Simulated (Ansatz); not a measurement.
Reaction (silylene formation by 1,1-elimination): `NC([SiH3])S[SiH3]` → `NCS[SiH3]` + `[SiH2]`

Program: Ansatz. Geometries: PBE0-D4/def2-TZVP. ΔE: electronic, gas phase. CCSD(T)/CBS is the MP2 limit (def2-TZVPP, def2-QZVPP) plus CCSD(T) − MP2 in def2-TZVPP, frozen cores. This one scheme is used for every species. DFT in def2-TZVPP. B3LYP here is the variant with VWN-RPA as its local correlation; programs differ in this. Each species was taken in one conformer, which may not be the lowest.

```csv
level,ΔE (eV),difference from CCSD(T)/CBS
PBE-D4,2.54,0.09
r2SCAN-D4,2.68,0.23
PBE0-D4,2.58,0.13
B3LYP-D4,2.43,-0.02
ωB97X-V,2.53,0.08
r2SCAN,2.64,0.19
PBE0,2.46,0.01
HF/def2-TZVPP,2.10,-0.35
MP2/def2-TZVPP,2.60,0.15
SCS-MP2/def2-TZVPP,2.44,-0.01
CCSD/def2-TZVPP,2.29,-0.16
CCSD(T)/def2-TZVPP,2.37,-0.08
HF/def2-QZVPP,2.10,-0.35
SCS-MP2/def2-QZVPP,2.49,0.04
HF/CBS(def2),2.10,-0.35
CCSD/CBS(def2),2.37,-0.08
CCSD(T)/CBS,2.45,0
```

Largest T1 diagnostic among the species: 0.014.

In def2-TZVPP, CCSD(T) changes the Hartree–Fock value by +0.27 eV (the triples alone add +0.08 eV) and MP2 by +0.50 eV. The D4 term adds +0.21 eV with B3LYP and +0.11 eV with PBE0; it sums over pairs of atoms, weighted by their polarisabilities, and B3LYP, whose exchange is more repulsive, gets the larger term. From PBE to PBE0 (25 % exact exchange), in def2-TZVPP and without D4, ΔE moves by +0.06 eV.
